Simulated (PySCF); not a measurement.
## Excitation energy of Ag by level of theory

Ag [Kr] 4d10 5s1 (2S) → Ag [Kr] 4d10 5p1 (2P), as a difference of total energies. Computed with PySCF 2.14 in def2-QZVPPD with the def2 core potential (28 electrons) (7s5p4d4f2g, 88 functions), with a scalar-relativistic core potential. Correlated levels: valence and next inner shell: nothing frozen outside the core potential. The calculations carry no spin-orbit coupling.

```csv
method,excitation energy (cm⁻¹)
UHF,24837
MP2 (valence and next inner shell),31293
SCS-MP2 (valence and next inner shell),30326
CCSD (valence and next inner shell),29806
CCSD(T) (valence and next inner shell),30299
```

Errors of the correlated levels include the incompleteness of this basis.

For comparison: 30166 cm⁻¹ (measured; NIST levels, between the centres of gravity of the two terms).
